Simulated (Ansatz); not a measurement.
A search over several starts for the lowest SCF solution of Pd₃H₅ at the given spin, in a small basis.

```yaml
crystal:
  periodic: [false, false, false]
  atoms:
    - {symbol: Pd, position_ang: [-1.817696, -1.142865, -0.259096]}
    - {symbol: Pd, position_ang: [0.678517, -0.147814, -0.172676]}
    - {symbol: Pd, position_ang: [-1.371598, 1.491645, -0.755725]}
    - {symbol: H, position_ang: [-0.307838, -1.457905, 0.412070]}
    - {symbol: H, position_ang: [0.197343, 1.524827, -0.150234]}
    - {symbol: H, position_ang: [2.194389, -0.763165, 0.349185]}
    - {symbol: H, position_ang: [-1.913693, 0.398248, 0.393180]}
    - {symbol: H, position_ang: [2.340557, 0.097029, 0.183296]}
basis:
  gaussian: {orbitals: def2-SVP, initial_orbitals: start.molden}
magnetization: {spin_polarized: true, initial_magnetization: 1}
hamiltonian: {xc: pbe0, dispersion: d4}
output: {orbitals: {seedname: orbitals}}
```

The file start.molden holds the orbitals of an earlier run on this structure, at another level or in another basis.

```sh
$ ansatz run in.yaml --threads 2 --pin off --events-out ev --progress --plain --max-ram 4352MiB
```

Shortened log:

```
Functional definition: PBE0
1253 factors; integrals over basis functions are off by at most 5.8e-4 eV
mean field evaluation 1: about -10493.1477 eV, gradient 7.6e1 eV
mean field evaluation 2: about -10506.7263 eV, gradient 1.8e1 eV
mean field evaluation 4: about -10517.9669 eV, gradient 1.0e1 eV
mean field evaluation 8: about -10519.1835 eV, gradient 1.8e-2 eV
mean field evaluation 16: about -10510.6408 eV, gradient 4.3e1 eV
mean field evaluation 32: about -10519.1835 eV, gradient 1.0e-2 eV
mean field -10519.18351930 eV, -386.5728641758 hartree, gradient 2.5e-5 eV, S^2 0.777223; 5 other end points of the search recorded, 0 dependent functions left out
reference -10519.18356713 eV, -386.5728659335 hartree; 30, 29 occupied and 88, 89 virtual orbitals, 1253 factors
Total energy: -10519.44067315 eV, -386.5823144054 hartree
```

Run time 19 s (2 threads of Arm Neoverse V2 on a shared host).

In the def2 sets Pd takes a core potential; there is no spin–orbit coupling. In the doublet, H6 and H8 lie 0.89 Å apart (atoms count from 1), so H2 has formed as a molecule. The structure comes from a short search, and lower isomers may exist.
